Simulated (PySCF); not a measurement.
3-pyridine carbaldehyde, C₆H₅NO.
Bonds: O1–C2 (double), C2–C3, C3–C4 (aromatic), C4–C5 (aromatic), C5–C6 (aromatic), C6–N7 (aromatic), N7–C8 (aromatic), C3–C8 (aromatic). Hydrogens: H9 on C2; H10 on C4; H11 on C5; H12 on C6; H13 on C8.

The same species was optimised twice, with GFN2-xTB and with PBE0-D3(BJ)/def2-SVP (PySCF), and the same property calculations (PySCF, gas phase) were run on both structures.

| coordinate | GFN2-xTB | PBE0-D3(BJ)/def2-SVP | change |
| --- | --- | --- | --- |
| N7–C8 (Å) | 1.318 | 1.329 | +0.011 |
| C5–C6 (Å) | 1.390 | 1.399 | +0.009 |
| C2–C3 (Å) | 1.469 | 1.478 | +0.009 |
| C6–N7 (Å) | 1.323 | 1.330 | +0.007 |
| C4–C5 (Å) | 1.382 | 1.387 | +0.005 |
| C3–C4 (Å) | 1.397 | 1.399 | +0.002 |
| C3–C8 (Å) | 1.396 | 1.398 | +0.002 |
| O1=C2 (Å) | 1.203 | 1.205 | +0.002 |
| O1–C2–C3 (°) | 125.1 | 124.2 | -0.9 |
| C6–N7–C8 (°) | 118.2 | 117.5 | -0.7 |
| C4–C3–C8 (°) | 117.8 | 118.4 | +0.6 |
| C3–C4–C5 (°) | 118.8 | 118.4 | -0.4 |
| C2–C3–C8 (°) | 121.3 | 120.8 | -0.5 |
| C5–C6–N7 (°) | 123.5 | 123.8 | +0.3 |
| C3–C8–N7 (°) | 123.4 | 123.6 | +0.2 |
| C4–C5–C6 (°) | 118.2 | 118.3 | +0.1 |
| O1–C2–C3–C4 (°) | 0 | -1 | -1 |

Rotational constants: A = 5500, B = 1595, C = 1236 MHz (GFN2-xTB) against A = 5436, B = 1588, C = 1229 MHz (PBE0-D3(BJ)/def2-SVP). Point groups within 0.08 Å: Cs and Cs.

On the GFN2-xTB structure: HOMO (eV) -7.61 [PBE0/pcSseg-1]; LUMO (eV) -2.24 [PBE0/pcSseg-1]; dipole (D) 1.69 [PBE0/pcSseg-1]; GIAO shielding of O1 (ppm) -338.9 [PBE0/pcSseg-1]; GIAO shielding of C2 (ppm) -8.1 [PBE0/pcSseg-1]; GIAO shielding of C3 (ppm) 51.7 [PBE0/pcSseg-1]; GIAO shielding of C4 (ppm) 45.3 [PBE0/pcSseg-1]; GIAO shielding of C5 (ppm) 58.0 [PBE0/pcSseg-1]; GIAO shielding of C6 (ppm) 26.2 [PBE0/pcSseg-1]; GIAO shielding of N7 (ppm) -91.8 [PBE0/pcSseg-1]; GIAO shielding of C8 (ppm) 26.0 [PBE0/pcSseg-1].

Problem. What do these properties become on the PBE0-D3(BJ)/def2-SVP structure?

Solution. 
```
                                    property          level  on GFN2-xTB  on PBE0-D3(BJ)/def2-SVP  change
                                   HOMO (eV)  PBE0/pcSseg-1        -7.61                    -7.64   -0.03
                                   LUMO (eV)  PBE0/pcSseg-1        -2.24                    -2.24    0.00
                                  dipole (D)  PBE0/pcSseg-1         1.69                     1.61   -0.08
energy, GFN2-xTB geometry as zero (kcal/mol)  PBE0/pcSseg-1          0.0                     -0.3    -0.3
                  GIAO shielding of O1 (ppm)  PBE0/pcSseg-1       -338.9                   -342.1    -3.2
                  GIAO shielding of C2 (ppm)  PBE0/pcSseg-1         -8.1                     -9.0    -0.9
                  GIAO shielding of C3 (ppm)  PBE0/pcSseg-1         51.7                     50.4    -1.3
                  GIAO shielding of C4 (ppm)  PBE0/pcSseg-1         45.3                     44.2    -1.1
                  GIAO shielding of C5 (ppm)  PBE0/pcSseg-1         58.0                     55.6    -2.4
                  GIAO shielding of C6 (ppm)  PBE0/pcSseg-1         26.2                     23.5    -2.7
                  GIAO shielding of N7 (ppm)  PBE0/pcSseg-1        -91.8                    -95.8    -4.0
                  GIAO shielding of C8 (ppm)  PBE0/pcSseg-1         26.0                     23.8    -2.2
```

The heavy atoms differ by 0.009 Å rms after alignment. Among bonds between heavy atoms N7–C8 changes most (+0.011 Å). Changes are differences of the printed values. Neither structure is proved a minimum here.

Conformer computed: `[O:1]=[CH:2][c:3]1[cH:4][cH:5][cH:6][n:7][cH:8]1`: O1–C2–C3–C4 -1°.
